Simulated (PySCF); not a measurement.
CH3FSe. Atoms are numbered in the order given.

```xyz
6

Se     0.4245     0.1148     0.0000
F     -0.9686     1.1917     0.0000
C     -0.5829    -1.5207     0.0000
H      0.1630    -2.3199     0.0000
H     -1.1911    -1.5916    -0.8997
H     -1.1911    -1.5916     0.8997
```
Charge 0, spin multiplicity 1.

The structure is a stationary point at PBE0-D3(BJ)/def2-TZVP.

Vertical ionisation energy (IE) and electron affinity (EA) in eV. Rows of orbital energies are one-electron estimates. Where ΔSCF, EOM or ADC give a negative EA the extra electron is unbound and the value depends on the basis.

```csv
level,IE,EA
"−ε(HOMO), −ε(LUMO), ωB97X/def2-TZVPD (PySCF)",8.93,-0.50
ADC(2)/aug-cc-pVDZ (PySCF),8.53,-0.44
```

Q: Beyond the first one, list the lowest photoelectron lines from ADC(2)/aug-cc-pVDZ (PySCF) with their pole strengths (two spins summed). (The exact figures need the calculation; the answer reports its results.)

A: 11.20 eV (1.76), 12.92 eV (1.69), 13.29 eV (1.74), 14.22 eV (1.74), 14.99 eV (1.78).
